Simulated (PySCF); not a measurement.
H4O2Zr, multiplicity 1. Atoms are numbered in the order given.

```xyz
7

Zr     0.0000     0.0000    -0.2895
O     -1.6369     0.0000     0.7089
H     -2.2423     0.0000     1.4597
O      1.6369     0.0000     0.7089
H      2.2423     0.0000     1.4597
H      0.0000     1.5511    -1.3417
H      0.0000    -1.5511    -1.3417
```

The structure is a stationary point at PBE-D3(BJ)/def2-TZVP. The multiplicity is an assumed one; no other spin state was optimised. The structure was generated by enumeration; whether it is a known compound was not checked. The def2 effective core potentials stand for the cores of Zr; spin–orbit coupling is left out. One conformer was computed; it need not be the lowest.

All values below come from PySCF with PBE-D3(BJ)/def2-TZVP.

Frequencies are harmonic and unscaled.

```json
[
 {"mode": "1", "ν (cm⁻¹)": "149", "IR (km/mol)": "0.0", "moving atoms (share of kinetic energy)": "O 63 %, H 21 %, Zr 15 %"},
 {"mode": "2", "ν (cm⁻¹)": "231", "IR (km/mol)": "92.9", "moving atoms (share of kinetic energy)": "H 98 %"},
 {"mode": "3", "ν (cm⁻¹)": "252", "IR (km/mol)": "188.2", "moving atoms (share of kinetic energy)": "H 87 %, O 13 %"},
 {"mode": "4", "ν (cm⁻¹)": "274", "IR (km/mol)": "0.0", "moving atoms (share of kinetic energy)": "H 91 %, O 9 %"},
 {"mode": "5", "ν (cm⁻¹)": "326", "IR (km/mol)": "164.4", "moving atoms (share of kinetic energy)": "H 66 %, O 26 %, Zr 8 %"},
 {"mode": "6", "ν (cm⁻¹)": "368", "IR (km/mol)": "97.2", "moving atoms (share of kinetic energy)": "H 77 %, O 23 %"},
 {"mode": "7", "ν (cm⁻¹)": "504", "IR (km/mol)": "68.7", "moving atoms (share of kinetic energy)": "H 85 %, O 15 %"},
 {"mode": "8", "ν (cm⁻¹)": "518", "IR (km/mol)": "0.0", "moving atoms (share of kinetic energy)": "H 95 %"},
 {"mode": "9", "ν (cm⁻¹)": "584", "IR (km/mol)": "87.7", "moving atoms (share of kinetic energy)": "H 94 %"},
 {"mode": "10", "ν (cm⁻¹)": "714", "IR (km/mol)": "150.7", "moving atoms (share of kinetic energy)": "O 76 %, H 12 %, Zr 12 %"},
 {"mode": "11", "ν (cm⁻¹)": "728", "IR (km/mol)": "274.2", "moving atoms (share of kinetic energy)": "O 60 %, Zr 23 %, H 17 %"},
 {"mode": "12", "ν (cm⁻¹)": "1606", "IR (km/mol)": "468.1", "moving atoms (share of kinetic energy)": "H 98 %"},
 {"mode": "13", "ν (cm⁻¹)": "1635", "IR (km/mol)": "236.1", "moving atoms (share of kinetic energy)": "H 99 %"},
 {"mode": "14", "ν (cm⁻¹)": "3834", "IR (km/mol)": "231.0", "moving atoms (share of kinetic energy)": "H 94 %"},
 {"mode": "15", "ν (cm⁻¹)": "3836", "IR (km/mol)": "212.8", "moving atoms (share of kinetic energy)": "H 94 %"}
]
```
